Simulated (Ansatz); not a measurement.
```yaml
crystal:
  periodic: [false, false, false]
  atoms:
    - {symbol: C, position_ang: [-2.868506, 1.312645, 0.742392]}
    - {symbol: Zr, position_ang: [0.867023, -0.396678, -0.224382]}
    - {symbol: O, position_ang: [2.378302, -1.297894, 2.959454]}
    - {symbol: O, position_ang: [2.699149, 2.203055, -1.990134]}
    - {symbol: O, position_ang: [0.108111, -3.277805, -2.311482]}
    - {symbol: H, position_ang: [-2.637567, 2.983918, 1.942937]}
    - {symbol: H, position_ang: [-3.886892, 1.897256, -0.963177]}
    - {symbol: H, position_ang: [-4.066009, -0.034971, 1.761109]}
    - {symbol: H, position_ang: [3.315495, -2.066209, 4.288428]}
    - {symbol: H, position_ang: [3.959983, 3.283244, -2.681734]}
    - {symbol: H, position_ang: [0.130931, -4.606542, -3.523393]}
basis:
  gaussian: {orbitals: x2c-TZVPPall}
hamiltonian: {xc: {name: CAM-B3LYP}, dispersion: d3bj}
scf: {lower_state_search: off}
```

```sh
$ ansatz run in.yaml --threads 2 --pin off --events-out ev --progress --plain --max-ram 22528MiB --backend cuda --devices 0, --max-vram 18GiB
```

Output, abridged:

```
Functional definition: CAM-B3LYP
1597 factors; their error is unknown
379 factors; integrals over basis functions are off by at most 4.4e-5 eV
mean field evaluation 1: about -105109.9541 eV, gradient 1.3e2 eV
mean field evaluation 2: about -103933.2704 eV, gradient 5.3e2 eV
mean field evaluation 4: about -105147.8979 eV, gradient 4.6e1 eV
mean field evaluation 8: about -105147.8981 eV, gradient 4.6e1 eV
mean field evaluation 16: about -105162.6543 eV, gradient 1.0e0 eV
mean field -105163.00441138 eV, -3864.6691300737 hartree, gradient 2.3e-6 eV, S^2 0.000000; 0 other end points of the search recorded, 0 dependent functions left out
reference -105163.00466095 eV, -3864.6691392450 hartree; 38, 38 occupied and 249, 249 virtual orbitals, 1597 factors
Total energy: -105163.17869692 eV, -3864.6755349491 hartree
Relativity: scalar
Checks for a lower state left out: stability, starts, cluster_reference, orbital_swaps, neighbouring_geometries, increment
```

Q: What is wrong with this run?

A: The coordinates are in bohr but typed as ångström. The calculation finished and met its thresholds. The result belongs to that input, not to the molecule as meant.
